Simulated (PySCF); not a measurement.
## Peak assignment

Atoms are numbered as in `[CH3:1][C:2](=[O:3])[O:4][SiH2:5][CH:6]=[O:7]`. Each H is labelled by its parent atom.

[PySCF 2.14: σ from GIAO-PBE0/pcSseg-1; GFN2-xTB geometry; one computed conformer; relativity neglected; one averaged value for each set of equivalent atoms; isolated molecule]

Referencing at the same level of theory: 13C (σ = 186.93 ppm) and 1H (σ = 31.72 ppm) against TMS.

Q: Assign these signals to the numbered atoms. 13C{1H} NMR (computed): δ 247.9 (CH), 177.2 (C), 23.6 (CH3).

A: 
247.9 → C6, carbonyl carbon
177.2 → C2, carbonyl carbon
23.6 → C1, methyl carbon α to a carbonyl: the adjacent C=O deshields it moderately

Q: Assign these signals to the numbered atoms. 1H NMR (500 MHz, computed): δ 12.39 (t, 1H), 4.66 (d, 2H), 2.34 (s, 3H).

A: 
```tsv
δ (ppm)	atoms	environment	reason
12.39	H(C6)	hydrogen on a carbonyl carbon	–
4.66	H(Si5)	hydrogen on a silicon bonded to C, O	–
2.34	H(C1)	hydrogen on a methyl carbon α to a carbonyl	α to C=O
```

Shifts are as computed. Against solution values, carbons near 30 ppm lie about +3 ppm off and those near 130 ppm about +5 ppm. Of 1211 compounds with measured shifts, 218 miss one by over three times the rms of a fit or turn the order of signals round; such compounds aren't used in these exercises. Multiplicities follow the n + 1 count of equivalent neighbours, as no J values were calculated; m marks all less simple cases, F and P coupling included.
